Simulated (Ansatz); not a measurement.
`BO[SiH](C)F` → B• + C• + F• + 6 H• + O• + Si•  (atomization)

Isolated molecules relaxed with PBE0-D4/def2-TZVP in Ansatz; ΔE leaves out vibrations. CBS: MP2 limit from def2 TZ/QZ plus the TZ coupled-cluster correction, frozen cores. This one scheme is used for every species, atoms too. Functionals use def2-TZVPP. B3LYP here is the variant with VWN-RPA as its local correlation; programs differ in this. Open shells (•) are unrestricted, without spin–orbit coupling. Spin–orbit coupling would lower the free atoms: a little for B, C, F, O, Si. Each species was taken in one conformer, which may not be the lowest.

`BO[SiH](C)F`:

Z-matrix (Å, degrees):
```
Si
O 1 1.648
F 1 1.594 2 106.8
C 1 1.841 2 109.1 3 118.2
H 1 1.481 2 109.5 3 -115.9
B 2 1.349 1 132.4 3 102.9
H 4 1.093 1 110.6 2 63.5
H 4 1.092 1 110.6 2 -56.4
H 4 1.092 1 110.7 2 -176.6
H 6 1.198 2 118.1 1 -178.1
H 6 1.203 2 120.0 1 2.3
```

```tsv
level	ΔE (kJ/mol)
B3LYP-D4	4328.4
SCS-MP2/def2-QZVPP	4361.6
HF/CBS(def2)	3342.8
MP2/CBS(def2)	4419.1
```

Problem. What does CCSD(T)/CBS give? (Estimate.)

Solution. The calculation gave: +4336.2 kJ/mol. The listed levels differ from it by -7.8, 25.4, -993.4, 82.9 kJ/mol.

Largest T1 diagnostic among the species: 0.014.

From PBE to PBE0 (25 % exact exchange), in def2-TZVPP and without D4, ΔE moves by −52.6 kJ/mol: exact exchange takes away binding that semilocal exchange gives to molecules. The D4 term adds +31.2 kJ/mol with B3LYP and +16.4 kJ/mol with PBE0; it sums over pairs of atoms, weighted by their polarisabilities, and B3LYP, whose exchange is more repulsive, gets the larger term.

For atomizations the MP2-based limit and the directly extrapolated one differ by several kJ/mol either way, and by 10 to 25 for some Ge, Se and Sn compounds, so smaller differences from it don't rank the levels.
